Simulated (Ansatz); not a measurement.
Job for Ansatz (a quantum-chemistry and plane-wave program): R-BLYP/def2-TZVPP on Si2H6 (SMILES [SiH3][SiH3]).

Ansatz 0.2 input:
```yaml
crystal:
  periodic: [false, false, false]
  atoms:
    - {symbol: Si, position_ang: [-0.84501312, -0.68622105, -0.43502797]}
    - {symbol: Si, position_ang: [0.84499050, 0.68624214, 0.43502885]}
    - {symbol: H, position_ang: [-0.38795298, -1.33279136, -1.68914784]}
    - {symbol: H, position_ang: [-1.20178617, -1.74443834, 0.54101862]}
    - {symbol: H, position_ang: [-2.05776504, 0.11515231, -0.72966565]}
    - {symbol: H, position_ang: [2.05776308, -0.11511119, 0.72963421]}
    - {symbol: H, position_ang: [1.20172683, 1.74448356, -0.54100618]}
    - {symbol: H, position_ang: [0.38793690, 1.33278394, 1.68916596]}
basis:
  gaussian:
    orbitals: def2-TZVPP
hamiltonian:
  xc: {name: BLYP}
scf: {lower_state_search: off}
```

Q: Predict the final total energy.

A: -582.5709 hartree.
